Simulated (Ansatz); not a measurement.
`F[Si](F)([SiH3])Cl` + SiH₄ → `F[Si]([SiH3])([SiH3])Cl` + H–F  (formal exchange of groups at the Si–F bond)

Isolated molecules relaxed with PBE0-D4/def2-TZVP in Ansatz; ΔE leaves out vibrations. CCSD(T)/CBS adds triple-zeta CCSD(T) − MP2 to the extrapolated MP2 energy (def2 sets, frozen cores). This one scheme is used for every species.

```csv
species,CCSD(T)/CBS(def2) energy (Eh)
`F[Si](F)([SiH3])Cl`,-1239.50998
SiH₄,-291.46306
`F[Si]([SiH3])([SiH3])Cl`,-1430.51902
H–F,-100.39570
```

Task: Work out ΔE.

Result: ΔE = (-1430.51902) + (-100.39570) − (-1239.50998) − (-291.46306) = 0.05832 Eh = +153.1 kJ/mol.

Task: What do rigid-rotor, harmonic-oscillator terms from PBE0-D4/def2-TZVP frequencies (298.15 K, 1 bar) make of the CCSD(T)/CBS value? (Best estimate.)

Result: Ansatz gave: ΔZPE = +0.4 kJ/mol, ΔH = +157.3 kJ/mol, ΔS = 15 J/(mol·K), ΔG = +153.0 kJ/mol.

Largest T1 diagnostic among the species: 0.013.

The D4 term adds −9.5 kJ/mol with B3LYP and −5.6 kJ/mol with PBE0; it sums over pairs of atoms, weighted by their polarisabilities, and B3LYP, whose exchange is more repulsive, gets the larger term. Leaving LDA and LC-ωPBE aside and taking each functional with its dispersion term where it has one, the values, not all of them listed here, spread over 34.7 kJ/mol, from revPBE-D4 to CAM-B3LYP-D4. From PBE to PBE0 (25 % exact exchange), in def2-TZVPP and without D4, ΔE moves by +5.4 kJ/mol.

B3LYP here is the variant with VWN-RPA as its local correlation; programs differ in this.
